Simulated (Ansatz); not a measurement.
`[GeH3][SiH2][SiH2][SiH2][GeH3]` + `[GeH3][GeH2][GeH2][GeH2][GeH2][GeH3]` → `[GeH3][SiH2][SiH2][SiH2][GeH2][GeH3]` + `[GeH3][GeH2][GeH2][GeH2][GeH3]`  (redistribution)

Calculated with Ansatz (gas phase, PBE0-D4/def2-TZVP geometries, no zero-point term in ΔE). CBS: MP2 limit from def2 TZ/QZ plus the TZ coupled-cluster correction, frozen cores. DFT in def2-TZVPP. B3LYP here is the variant with VWN-RPA as its local correlation; programs differ in this. HSE06 is defined as in plane-wave codes. For Ge outer-core shells are correlated without core-valence functions, which leaves a few kJ/mol of doubt a bond. Scalar relativity is left out up to krypton. Each species was taken in one conformer, which may not be the lowest.

`[GeH3][SiH2][SiH2][SiH2][GeH3]`:

Z-matrix (Å, degrees):
```
Ge
Si 1 2.380
H 1 1.538 2 110.0
H 1 1.538 2 111.3 3 120.2
H 1 1.538 2 110.3 3 -119.3
Si 2 2.338 1 109.7 3 61.9
H 2 1.490 1 108.8 3 -57.3
H 2 1.489 1 109.7 3 -175.7
Si 6 2.337 2 108.2 1 -50.0
H 6 1.490 2 110.5 1 -170.1
H 6 1.490 2 109.6 1 70.4
Ge 9 2.380 6 109.7 2 -50.5
H 9 1.489 6 111.3 2 -172.1
H 9 1.490 6 109.0 2 68.6
H 12 1.538 9 110.3 6 -58.0
H 12 1.538 9 111.3 6 -178.5
H 12 1.538 9 110.0 6 61.3
```

`[GeH3][GeH2][GeH2][GeH2][GeH2][GeH3]`:

Cartesian coordinates in Å:
```
Ge -2.147 -1.553 -0.805
Ge -2.160 -0.258 1.244
Ge 0.046 -0.060 2.239
Ge 1.263 1.769 1.211
Ge 1.147 1.535 -1.199
Ge 1.951 -0.663 -1.827
H -3.588 -1.796 -1.287
H -1.382 -0.815 -1.916
H -1.470 -2.912 -0.564
H -2.712 1.152 0.956
H -3.118 -0.937 2.242
H 0.818 -1.376 2.028
H -0.085 0.173 3.757
H 2.735 1.755 1.665
H 0.637 3.106 1.652
H -0.319 1.703 -1.641
H 1.982 2.622 -1.901
H 1.307 -1.731 -0.927
H 1.620 -0.990 -3.292
H 3.476 -0.726 -1.635
```

`[GeH3][SiH2][SiH2][SiH2][GeH2][GeH3]`:

Cartesian coordinates in Å:
```
Ge -1.625 0.272 2.149
Si -0.665 -1.702 1.228
Si -1.199 -1.838 -1.042
Si -0.516 0.128 -2.107
Ge 1.766 0.593 -1.599
Ge 2.052 1.788 0.492
H -3.158 0.140 2.183
H -1.122 0.531 3.579
H -1.273 1.492 1.281
H -1.165 -2.892 1.972
H 0.816 -1.651 1.372
H -0.505 -2.997 -1.671
H -2.669 -2.028 -1.200
H -0.682 -0.001 -3.582
H -1.356 1.267 -1.645
H 2.564 -0.724 -1.542
H 2.381 1.454 -2.720
H 3.526 2.191 0.669
H 1.189 3.060 0.493
H 1.641 0.917 1.691
```

`[GeH3][GeH2][GeH2][GeH2][GeH3]`:

Cartesian coordinates in Å:
```
Ge 0.262 -1.034 -2.473
Ge -1.289 -1.443 -0.656
Ge -0.098 -1.329 1.455
Ge 1.234 0.699 1.469
Ge -0.149 2.570 0.793
H 1.365 -2.106 -2.468
H -0.448 -1.060 -3.836
H 0.923 0.342 -2.286
H -1.966 -2.815 -0.834
H -2.388 -0.364 -0.670
H -1.091 -1.307 2.632
H 0.805 -2.567 1.611
H 2.399 0.539 0.474
H 1.832 0.956 2.865
H 0.657 3.878 0.746
H -0.734 2.301 -0.604
H -1.314 2.741 1.781
```

```tsv
level	ΔE (kJ/mol)	difference from CCSD(T)/CBS
LDA (SPW92)	0.3	-0.4
PBE-D4	0.4	-0.3
revPBE-D4	0.4	-0.3
BLYP-D4	0.5	-0.2
r2SCAN-D4	0.4	-0.3
B97M-V	0.4	-0.3
PBE0-D4	0.4	-0.3
B3LYP-D4	0.5	-0.2
r2SCANh-D4	0.4	-0.3
r2SCAN0-D4	0.4	-0.3
HSE06-D4	0.4	-0.3
BHLYP-D4	0.7	0.0
CAM-B3LYP-D4	0.4	-0.3
ωB97X-V	0.6	-0.1
PBE-QIDH	0.8	0.1
PBE	0.4	-0.3
revPBE	0.4	-0.3
BLYP	0.4	-0.3
r2SCAN	0.4	-0.3
PBE0	0.4	-0.3
r2SCANh	0.4	-0.3
HSE06	0.4	-0.3
BHLYP	0.4	-0.3
LC-ωPBE	0.5	-0.2
RPA@PBE/def2-TZVPP	1.5	0.8
HF/def2-SVP	0.0	-0.7
MP2/def2-SVP	0.5	-0.2
CCSD/def2-SVP	0.3	-0.4
CCSD(T)/def2-SVP	0.4	-0.3
HF/def2-TZVPP	0.6	-0.1
MP2/def2-TZVPP	1.4	0.7
SCS-MP2/def2-TZVPP	1.4	0.7
CCSD/def2-TZVPP	1.2	0.5
CCSD(T)/def2-TZVPP	1.3	0.6
HF/def2-QZVPP	0.2	-0.5
MP2/def2-QZVPP	0.9	0.2
SCS-MP2/def2-QZVPP	0.8	0.1
HF/CBS(def2)	0.1	-0.6
MP2/CBS(def2)	0.8	0.1
CCSD/CBS(def2)	0.6	-0.1
CCSD(T)/CBS	0.7	0
```

Largest T1 diagnostic among the species: 0.013.

Leaving LDA and LC-ωPBE aside and taking each functional with its dispersion term where it has one, the values spread over 0.4 kJ/mol, from revPBE-D4 to PBE-QIDH.
